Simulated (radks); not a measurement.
Excited configurations of the antimony ion Sb3+: one electron is placed in a higher orbital outside [Kr] 4d10 5s1. The ground configuration is [Kr] 4d10 5s2. Method: Dirac Kohn-Sham, PBE, spin-unpolarised, spherical densities, finite nucleus; open shells fill j = l - 1/2 first; Fermi nuclear charge, rms radius 4.6802 fm; computed with a radial shooting solver on a logarithmic mesh with Libxc functionals. Excitation = E - E(ground); binding = E(ion) - E, where the ion is the core of charge +4; n* = 4/sqrt(2 binding) in atomic units, and the quantum defect is n - n*.

outer orbital  excitation (eV)  binding (eV)     n*  quantum defect  <r> (bohr)
5d3/2                   22.777        21.513  3.181           1.819       3.201
5f5/2                   33.674        10.616  4.528           0.472       6.089
6s1/2                   23.873        20.417  3.265           2.735       4.124
6p1/2                   26.948        17.342  3.543           2.457       4.631
6f5/2                   36.893         7.397  5.425           0.575       9.573
7s1/2                   32.179        12.111  4.240           2.760       6.919
7p1/2                   33.639        10.652  4.521           2.479       7.637

The Delta-SCF ionisation energy is 44.290 eV (NIST Atomic Spectra Database: 43.80 eV, measured). Self-interaction in the functional shifts the binding energies and quantum defects, so they are the method's values and not measured ones. Spin polarisation and multiplet splitting are left out, so open shells lie too high by an amount that depends on their filling.

Beside tabulated values, note that spin-unpolarised runs miss the spin-polarisation part of the exchange energy of open shells.
